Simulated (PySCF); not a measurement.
TeBr4, SMILES Br[Te](Br)(Br)Br.

The structure is a stationary point at PBE-D3(BJ)/def2-SVP. The def2 effective core potentials stand for the cores of Te; spin–orbit coupling is left out.

Method: PySCF with HF/def2-TZVP.

Computed frontier levels, gap, dipole moment and polarisability:
```
Item                                                                                                               Value
---------------------------------------------------------------------------------------------  -------------------------
highest occupied level                                                                                          -9.82 eV
lowest empty level                                                                                              -1.31 eV
orbital gap                                                                                                      8.51 eV
dipole moment                                                                                                     0.68 D
quadrupole, principal values (traceless, Buckingham form, about the centre of nuclear charge)    -19.50, 7.93, 11.57 D·Å
mean static polarisability                                                                        138.3 bohr³ (20.49 Å³)
polarisability, principal values                                                               101.0, 126.1, 187.7 bohr³
```
